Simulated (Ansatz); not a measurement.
A short molecular-dynamics run on Al₂O₆H₆.

```yaml
crystal:
  periodic: [false, false, false]
  atoms:
    - {symbol: Al, position_ang: [-0.101993, -1.038480, -0.539767]}
    - {symbol: Al, position_ang: [0.324497, 1.209331, 1.124093]}
    - {symbol: O, position_ang: [1.929900, 1.678782, 1.480632]}
    - {symbol: O, position_ang: [1.025044, -2.139176, -1.177206]}
    - {symbol: O, position_ang: [-1.800244, -1.055759, -0.844103]}
    - {symbol: O, position_ang: [-1.069339, 1.466211, -1.364873]}
    - {symbol: O, position_ang: [0.386173, -0.668941, 1.184950]}
    - {symbol: O, position_ang: [0.037056, 0.810735, -0.692387]}
    - {symbol: H, position_ang: [-1.743355, 0.745417, -1.284982]}
    - {symbol: H, position_ang: [-2.390369, -1.793395, -1.007795]}
    - {symbol: H, position_ang: [1.058538, -2.483434, -2.071688]}
    - {symbol: H, position_ang: [1.064911, -1.151834, 1.673371]}
    - {symbol: H, position_ang: [2.225846, 2.556501, 1.730258]}
    - {symbol: H, position_ang: [-0.946655, 1.864044, 1.789496]}
basis:
  gaussian: {orbitals: def2-SVP}
hamiltonian: {xc: {name: revPBE}}
md: {timestep: 2 fs, n_steps: 20, ensemble: nve, temperature: 500, initial_velocities: maxwell_boltzmann, seed: 571}
scf: {omitted_lower_state_checks: [starts]}
```

```sh
$ ansatz run in.yaml --threads 4 --pin off --events-out ev --progress --plain --max-ram 8704MiB
```

| step | time (fs) | potential energy (eV) | kinetic (eV) | T (K) | conserved (eV) |
| --- | --- | --- | --- | --- | --- |
| 0 | 0.0 | -25559.3866 | 0.7756 | 500 | -25558.6110 |
| 1 | 2.0 | -25559.1631 | 0.6685 | 431 | -25558.4946 |
| 2 | 4.0 | -25559.2616 | 0.6971 | 449 | -25558.5646 |
| 3 | 6.0 | -25559.0272 | 0.5273 | 340 | -25558.4999 |
| 4 | 8.0 | -25559.1355 | 0.5583 | 360 | -25558.5772 |
| 5 | 10.0 | -25558.9788 | 0.4598 | 296 | -25558.5190 |
| 6 | 12.0 | -25558.9999 | 0.4663 | 301 | -25558.5336 |
| 7 | 14.0 | -25558.9258 | 0.4267 | 275 | -25558.4991 |
| 8 | 16.0 | -25558.9825 | 0.4308 | 278 | -25558.5517 |
| 9 | 18.0 | -25558.9305 | 0.4249 | 274 | -25558.5055 |
| 10 | 20.0 | -25558.9170 | 0.4127 | 266 | -25558.5043 |
| 11 | 22.0 | -25558.8594 | 0.3657 | 236 | -25558.4937 |
| 12 | 24.0 | -25558.9521 | 0.3976 | 256 | -25558.5544 |
| 13 | 26.0 | -25558.7753 | 0.3059 | 197 | -25558.4694 |
| 14 | 28.0 | -25558.8983 | 0.3953 | 255 | -25558.5029 |
| 15 | 30.0 | -25558.7335 | 0.2941 | 190 | -25558.4395 |
| 16 | 32.0 | -25558.9426 | 0.3896 | 251 | -25558.5531 |
| 17 | 34.0 | -25558.7935 | 0.3494 | 225 | -25558.4441 |
| 18 | 36.0 | -25558.8577 | 0.4177 | 269 | -25558.4400 |
| 19 | 38.0 | -25558.8253 | 0.4130 | 266 | -25558.4122 |
| 20 | 40.0 | -25558.9426 | 0.4513 | 291 | -25558.4913 |

Velocities are drawn at the set temperature; a run this short doesn't reach equilibrium. The conserved energy moves by 0.20 eV, a sign that the time step is too long.

Frames (Å, forces in eV/Å):

```xyz
14
time=0.0 fs
Al   -0.102   -1.038   -0.540   -0.019   -0.107   -0.082
Al    0.324    1.209    1.124   -0.302    0.251    0.172
O     1.930    1.679    1.481    0.428   -0.233    0.013
O     1.025   -2.139   -1.177    0.412   -0.247    0.189
O    -1.800   -1.056   -0.844   -0.314    0.224    0.004
O    -1.069    1.466   -1.365   -0.057    0.533   -0.281
O     0.386   -0.669    1.185   -0.141   -0.140    0.267
O     0.037    0.811   -0.692    0.310    0.149   -0.214
H    -1.743    0.745   -1.285   -0.277   -0.257    0.017
H    -2.390   -1.793   -1.008   -0.245   -0.324   -0.078
H     1.059   -2.483   -2.072   -0.009   -0.138   -0.403
H     1.065   -1.152    1.673    0.252   -0.189    0.184
H     2.226    2.557    1.730    0.107    0.398    0.112
H    -0.947    1.864    1.789   -0.144    0.079    0.100
14
time=2.0 fs
Al   -0.111   -1.042   -0.542    0.602   -0.099    0.111
Al    0.325    1.219    1.132   -0.925    0.235    0.241
O     1.925    1.676    1.476    1.443    2.010    0.784
O     1.024   -2.151   -1.198    0.107    0.634    1.717
O    -1.801   -1.053   -0.857    1.077    2.003    0.280
O    -1.063    1.445   -1.361    1.313    2.734   -0.617
O     0.394   -0.661    1.202   -0.117   -0.384   -0.024
O     0.038    0.822   -0.687    0.536   -0.291   -0.026
H    -1.684    0.741   -1.335   -1.992   -2.083    0.124
H    -2.348   -1.784   -0.968   -1.755   -2.225   -0.378
H     1.018   -2.511   -2.061   -0.029   -0.692   -1.705
H     1.111   -1.145    1.641    0.109   -0.040    0.125
H     2.198    2.601    1.779   -0.526   -1.710   -0.572
H    -0.966    1.900    1.803    0.159   -0.093   -0.060
14
time=4.0 fs
Al   -0.119   -1.047   -0.544    1.341    0.012    0.308
Al    0.325    1.229    1.140   -1.259    0.146    0.185
O     1.925    1.678    1.473    1.242    1.233    0.587
O     1.024   -2.160   -1.215   -0.101   -0.324   -0.694
O    -1.799   -1.045   -0.868   -1.798   -1.470   -0.211
O    -1.054    1.430   -1.358   -1.257    0.608   -0.886
O     0.402   -0.653    1.219    0.257   -0.846   -0.074
O     0.041    0.832   -0.681    0.806   -0.780    0.244
H    -1.702    0.658   -1.379    0.179    0.385    0.134
H    -2.373   -1.860   -0.942    0.776    1.246    0.048
H     0.977   -2.565   -2.116   -0.020    0.474    0.908
H     1.161   -1.140    1.614   -0.389    0.323   -0.099
H     2.149    2.579    1.807   -0.137   -0.796   -0.303
H    -0.978    1.932    1.815    0.358   -0.210   -0.147
14
time=6.0 fs
Al   -0.126   -1.051   -0.546    1.861    0.117    0.454
Al    0.323    1.239    1.148   -1.264   -0.022    0.067
O     1.927    1.683    1.471    0.506   -1.538   -0.529
O     1.024   -2.171   -1.233   -0.393   -0.406   -1.050
O    -1.801   -1.040   -0.881   -2.275   -2.168   -0.173
O    -1.047    1.417   -1.357   -2.487   -0.413   -1.219
O     0.410   -0.648    1.236    0.034   -0.855   -0.428
O     0.045    0.840   -0.675    0.934   -1.132    0.403
H    -1.712    0.589   -1.419    1.178    1.631    0.317
H    -2.368   -1.889   -0.915    1.117    1.908   -0.020
H     0.935   -2.601   -2.137    0.059    0.764    1.434
H     1.196   -1.123    1.583   -0.277    0.264    0.027
H     2.095    2.528    1.822    0.620    2.087    0.862
H    -0.978    1.956    1.821    0.388   -0.236   -0.146
14
time=10.0 fs
Al   -0.130   -1.058   -0.547    1.871    0.084    0.522
Al    0.314    1.258    1.165   -0.647   -0.409   -0.138
O     1.935    1.687    1.466    1.028    2.129    1.151
O     1.020   -2.192   -1.273   -0.340    1.436    2.085
O    -1.818   -1.041   -0.906    1.071    1.859   -0.009
O    -1.051    1.389   -1.364    0.211    2.627   -0.765
O     0.426   -0.642    1.265   -0.532   -0.594   -0.976
O     0.061    0.848   -0.660    0.495   -1.179    0.085
H    -1.614    0.622   -1.461   -1.192   -1.326    0.035
H    -2.300   -1.826   -0.866   -1.731   -2.321   -0.021
H     0.850   -2.623   -2.091   -0.329   -0.725   -1.476
H     1.256   -1.070    1.534    0.145    0.022    0.259
H     2.044    2.586    1.920    0.014   -1.580   -0.824
H    -0.937    1.979    1.819   -0.063   -0.021    0.072
14
time=12.0 fs
Al   -0.128   -1.062   -0.547    1.690    0.056    0.534
Al    0.307    1.267    1.174   -0.051   -0.642   -0.298
O     1.943    1.695    1.467    0.526    1.026    0.616
O     1.016   -2.199   -1.286   -0.841    0.116   -0.329
O    -1.823   -1.037   -0.919   -1.189   -1.960    0.287
O    -1.055    1.381   -1.371    0.824    2.942   -0.483
O     0.432   -0.642    1.277   -0.005   -0.803   -0.862
O     0.071    0.848   -0.652    0.135   -1.040   -0.161
H    -1.597    0.611   -1.474   -1.482   -1.755   -0.040
H    -2.346   -1.897   -0.845    0.739    1.532   -0.249
H     0.792   -2.666   -2.136    0.205    0.620    0.989
H     1.297   -1.043    1.526   -0.431    0.279    0.084
H     2.023    2.557    1.937    0.231   -0.511   -0.310
H    -0.915    1.987    1.819   -0.352    0.138    0.223
14
time=14.0 fs
Al   -0.124   -1.066   -0.546    1.531    0.191    0.536
Al    0.301    1.276    1.181    0.401   -0.747   -0.437
O     1.953    1.705    1.469   -0.114   -1.481   -0.820
O     1.011   -2.205   -1.300   -1.030   -0.104   -0.669
O    -1.832   -1.037   -0.931   -1.208   -2.430    0.455
O    -1.057    1.381   -1.380   -0.880   -0.098   -0.679
O     0.437   -0.643    1.286   -0.121   -0.678   -0.908
O     0.081    0.845   -0.644   -0.179   -0.938   -0.323
H    -1.636    0.533   -1.489    0.476    1.104    0.359
H    -2.364   -1.909   -0.834    1.026    2.028   -0.359
H     0.742   -2.686   -2.143    0.386    0.840    1.342
H     1.322   -1.006    1.520   -0.355    0.183    0.107
H     2.011    2.507    1.943    0.518    1.940    1.111
H    -0.907    2.000    1.828   -0.451    0.190    0.285
14
time=16.0 fs
Al   -0.118   -1.069   -0.544    1.224    0.309    0.487
Al    0.295    1.283    1.189    0.509   -0.610   -0.368
O     1.962    1.711    1.469   -0.183    0.342    0.284
O     1.003   -2.211   -1.316   -0.472    1.086    1.316
O    -1.844   -1.044   -0.942    1.086    0.475    0.238
O    -1.061    1.380   -1.390   -1.041   -1.051   -0.521
O     0.443   -0.646    1.293   -0.723   -0.336   -1.060
O     0.091    0.840   -0.637   -0.552   -0.779   -0.529
H    -1.657    0.497   -1.490    0.980    1.835    0.455
H    -2.343   -1.844   -0.836   -0.860   -0.880   -0.042
H     0.707   -2.674   -2.099   -0.213   -0.349   -0.657
H     1.333   -0.962    1.519    0.236   -0.110    0.252
H     2.019    2.532    1.991    0.304   -0.011   -0.047
H    -0.916    2.020    1.848   -0.295    0.078    0.193
14
time=20.0 fs
Al   -0.100   -1.074   -0.538    0.118    0.114    0.325
Al    0.285    1.295    1.202    0.481   -0.260   -0.010
O     1.978    1.730    1.474   -0.639    0.487    0.448
O     0.985   -2.214   -1.336   -0.887   -0.050   -0.348
O    -1.856   -1.049   -0.963   -0.123   -1.886    0.753
O    -1.075    1.373   -1.412    2.306    2.480    0.292
O     0.449   -0.654    1.300    0.057   -0.179   -0.728
O     0.105    0.824   -0.627   -1.218   -0.196   -0.920
H    -1.612    0.595   -1.446   -1.613   -2.045    0.090
H    -2.436   -1.872   -0.835    1.079    1.615   -0.305
H     0.601   -2.708   -2.114    0.489    0.626    0.910
H     1.377   -0.887    1.543   -0.482   -0.026   -0.013
H     2.062    2.527    2.046    0.168   -0.402   -0.336
H    -0.955    2.062    1.903    0.265   -0.278   -0.158
14
time=22.0 fs
Al   -0.091   -1.077   -0.534   -0.245    0.179    0.280
Al    0.281    1.300    1.208    0.602   -0.205   -0.044
O     1.984    1.742    1.479   -1.211   -1.735   -1.177
O     0.973   -2.214   -1.344   -0.964   -0.389   -0.722
O    -1.859   -1.054   -0.971   -0.358   -2.207    0.863
O    -1.076    1.375   -1.423    1.576    1.041    0.342
O     0.451   -0.659    1.300    0.050   -0.001   -0.625
O     0.109    0.816   -0.625   -1.323    0.010   -0.887
H    -1.646    0.581   -1.415   -0.752   -0.795    0.145
H    -2.477   -1.871   -0.842    1.522    2.030   -0.343
H     0.556   -2.717   -2.113    0.708    0.835    1.204
H     1.384   -0.854    1.558   -0.437   -0.122   -0.049
H     2.092    2.482    2.041    0.455    1.709    1.247
H    -0.965    2.071    1.924    0.376   -0.349   -0.234
14
time=24.0 fs
Al   -0.082   -1.079   -0.530   -0.466    0.380    0.245
Al    0.278    1.305    1.215    0.764   -0.205   -0.196
O     1.988    1.751    1.481   -0.957   -0.049    0.140
O     0.960   -2.215   -1.354    0.064    0.777    1.097
O    -1.863   -1.064   -0.977    2.157    0.813    0.462
O    -1.073    1.380   -1.433    0.009   -1.213    0.529
O     0.454   -0.664    1.299   -0.567    0.231   -0.712
O     0.109    0.807   -0.626   -1.325    0.133   -0.755
H    -1.708    0.537   -1.378    0.845    1.233    0.015
H    -2.459   -1.791   -0.862   -0.819   -0.894    0.121
H     0.538   -2.693   -2.066   -0.270   -0.457   -0.709
H     1.373   -0.824    1.572    0.211   -0.325    0.103
H     2.139    2.502    2.084    0.057   -0.108   -0.134
H    -0.960    2.065    1.937    0.298   -0.316   -0.207
14
time=26.0 fs
Al   -0.073   -1.080   -0.526   -0.767    0.459    0.203
Al    0.276    1.310    1.221    1.033   -0.337   -0.407
O     1.989    1.759    1.483   -0.613    1.054    1.091
O     0.946   -2.214   -1.362    0.614    1.129    1.684
O    -1.862   -1.072   -0.982    3.673    2.424    0.267
O    -1.070    1.382   -1.441   -0.316   -1.633    0.729
O     0.455   -0.668    1.296   -0.558    0.338   -0.619
O     0.106    0.799   -0.628   -1.287    0.295   -0.622
H    -1.738    0.540   -1.341    1.207    1.493   -0.161
H    -2.473   -1.746   -0.878   -2.227   -2.404    0.383
H     0.511   -2.688   -2.047   -0.692   -0.953   -1.394
H     1.371   -0.808    1.589    0.244   -0.374    0.081
H     2.189    2.518    2.122   -0.373   -1.311   -1.145
H    -0.944    2.048    1.941    0.062   -0.181   -0.090
14
time=30.0 fs
Al   -0.060   -1.081   -0.516   -1.522    0.215    0.089
Al    0.277    1.317    1.231    1.647   -0.763   -0.794
O     1.986    1.780    1.494   -1.711   -1.895   -1.485
O     0.921   -2.208   -1.371   -0.489   -0.949   -0.982
O    -1.843   -1.080   -0.989   -0.811   -1.735    0.917
O    -1.065    1.376   -1.453    2.472    1.616    0.256
O     0.455   -0.674    1.286    0.212    0.466   -0.184
O     0.091    0.784   -0.637   -1.053    0.732   -0.351
H    -1.690    0.677   -1.285   -1.585   -1.774    0.255
H    -2.605   -1.779   -0.886    2.282    1.832   -0.163
H     0.427   -2.725   -2.082    0.862    0.858    1.114
H     1.372   -0.814    1.624   -0.409   -0.293   -0.203
H     2.253    2.439    2.098    0.550    1.553    1.357
H    -0.917    2.000    1.946   -0.445    0.138    0.175
14
time=32.0 fs
Al   -0.057   -1.081   -0.511   -1.642    0.278   -0.017
Al    0.281    1.320    1.234    1.473   -0.776   -0.845
O     1.979    1.786    1.495   -0.786   -0.155    0.088
O     0.906   -2.209   -1.378    0.799    0.388    0.868
O    -1.836   -1.090   -0.989    2.374    1.120    0.561
O    -1.055    1.376   -1.458    1.418    0.652    0.415
O     0.455   -0.675    1.281   -0.354    0.578   -0.358
O     0.079    0.780   -0.642   -0.782    0.764   -0.088
H    -1.719    0.687   -1.250   -0.691   -0.825   -0.025
H    -2.551   -1.696   -0.899   -0.932   -1.023    0.255
H     0.431   -2.699   -2.042   -0.396   -0.542   -0.777
H     1.349   -0.834    1.630    0.188   -0.388    0.027
H     2.303    2.453    2.131   -0.260   -0.190   -0.248
H    -0.924    1.981    1.957   -0.410    0.120    0.145
14
time=34.0 fs
Al   -0.056   -1.081   -0.506   -1.574    0.363   -0.104
Al    0.287    1.321    1.236    1.007   -0.709   -0.801
O     1.971    1.792    1.498   -0.009    0.809    1.002
O     0.894   -2.208   -1.383    1.276    0.789    1.443
O    -1.823   -1.097   -0.988    4.191    2.690    0.320
O    -1.043    1.378   -1.461   -0.613   -0.955    0.845
O     0.455   -0.675    1.275   -0.402    0.566   -0.333
O     0.066    0.777   -0.648   -0.420    0.698    0.241
H    -1.774    0.665   -1.217    1.094    0.792   -0.639
H    -2.532   -1.652   -0.902   -2.984   -2.547    0.496
H     0.421   -2.694   -2.031   -0.825   -0.996   -1.369
H     1.333   -0.869    1.638    0.254   -0.378    0.073
H     2.343    2.459    2.155   -0.846   -1.114   -1.166
H    -0.948    1.967    1.973   -0.147   -0.009   -0.008
14
time=36.0 fs
Al   -0.057   -1.080   -0.501   -1.405    0.282   -0.130
Al    0.295    1.321    1.237    0.524   -0.679   -0.715
O     1.962    1.800    1.502   -0.485   -0.231   -0.056
O     0.885   -2.205   -1.385   -0.116   -0.982   -0.805
O    -1.800   -1.098   -0.986   -1.622   -1.263    0.807
O    -1.031    1.378   -1.463   -1.198   -1.032    0.761
O     0.454   -0.674    1.267    0.272    0.371    0.014
O     0.051    0.776   -0.654   -0.019    0.642    0.556
H    -1.788    0.673   -1.207    1.386    0.980   -0.758
H    -2.628   -1.706   -0.886    2.367    1.463   -0.106
H     0.378   -2.726   -2.072    0.722    0.729    0.882
H     1.328   -0.919    1.648   -0.386   -0.148   -0.186
H     2.351    2.423    2.135   -0.214    0.005   -0.081
H    -0.977    1.953    1.989    0.173   -0.138   -0.183
14
time=40.0 fs
Al   -0.065   -1.078   -0.492   -1.078    0.045   -0.397
Al    0.311    1.318    1.237   -0.334   -0.769   -0.602
O     1.939    1.810    1.507    0.400    0.353    0.408
O     0.865   -2.207   -1.395    1.150    0.483    1.069
O    -1.767   -1.110   -0.977    1.638    1.208    0.279
O    -1.015    1.372   -1.462    1.685    2.286   -0.701
O     0.454   -0.669    1.253   -0.090    0.345   -0.163
O     0.023    0.778   -0.660    0.741    0.453    1.049
H    -1.703    0.763   -1.261   -2.076   -1.926    0.319
H    -2.530   -1.635   -0.870   -1.436   -1.211    0.318
H     0.381   -2.701   -2.044   -0.557   -0.603   -0.860
H     1.268   -1.029    1.646    0.040   -0.119    0.077
H     2.383    2.409    2.144   -0.502   -0.362   -0.491
H    -1.007    1.905    1.995    0.419   -0.184   -0.304
```

Run time 66 s (4 threads of Intel Xeon Platinum 8259CL on a shared host).
